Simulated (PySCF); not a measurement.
## C₆ coefficients of unlike pairs at PBE

Calculated with PySCF 2.14 from the dipole response of each species, C₆(A,B) = (3/π) ∫ α_A(iu) α_B(iu) du, in atomic units, from isotropic polarisabilities. For ions this is the dispersion term alone; charge-induced terms of lower order in 1/R come first.

```
species       configuration                                                               basis      relativity  α (bohr³)  C₆ (like pair)
    In⁺  [Kr] 4d10 5s2 (1S)  def2-TZVPPD with the def2 core potential (28 electrons) (7s5p4d2f)  core potential      23.42           159.6
   Sb³⁺  [Kr] 4d10 5s2 (1S)                                     aug-cc-pwCVTZ-DK3 (10s9p7d4f1g)   spin-free X2C      10.29           49.23
   Sn²⁺  [Kr] 4d10 5s2 (1S)                             aug-cc-pVTZ-PP with ECP28MDF (6s5p4d2f)  core potential      14.62           75.49
   Hg³⁺  [Xe] 4f14 5d9 (2D)                         aug-cc-pwCVTZ-PP with ECP60MDF (8s8p7d4f3g)  core potential      5.779           33.33
```

(1) Estimate C₆ for Hg³⁺ with In⁺.

No spin-orbit coupling is included.

The other pairs:

```
      pair     C₆
Sn²⁺, Sb³⁺  60.10
 Sb³⁺, In⁺  86.89
 Sn²⁺, In⁺  109.4
Hg³⁺, Sn²⁺  45.31
Hg³⁺, Sb³⁺  38.88
```

Answers

(1) The integral gives 64.92. The combination rule 2 C_A C_B / (C_A α_B/α_A + C_B α_A/α_B) gives 60.97 and the geometric mean 72.93.
